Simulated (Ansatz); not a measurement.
The cluster SnSe2⁻, relaxed as a doublet with UKS r2SCAN-D4/def2-TZVPD in Ansatz, starting from the GFN1-xTB geometry. Force threshold 0.02 eV/Å.

In the def2 sets Sn takes a core potential; there is no spin–orbit coupling. The structure comes from a short search, and lower isomers may exist.

Start:

Cartesian coordinates in Å:
```
Sn -0.320 -0.049 -0.719
Se -0.509 -1.933 0.792
Se 0.829 1.983 -0.073
```

```csv
step,energy (eV),largest force component (eV/Å),SCF passes
1,-136536.6388,0.282,18
2,-136536.6629,0.273,28
3,-136536.6702,0.093,24
4,-136536.6710,0.002,24
```

Force components are those of the run's own axes.

End:

Cartesian coordinates in Å:
```
Sn -0.280 -0.043 -0.628
Se -0.558 -2.020 0.765
Se 0.838 2.063 -0.137
```

By distances, no bond broke or formed. The bond that changes most is Sn1–Se2, from 2.42 to 2.43 Å (atoms count from 1).

No frequencies were taken in this run, so the end may be a saddle point.

Hardware: 2 threads of Arm Neoverse V2 on a shared host. Wall time 33 s.
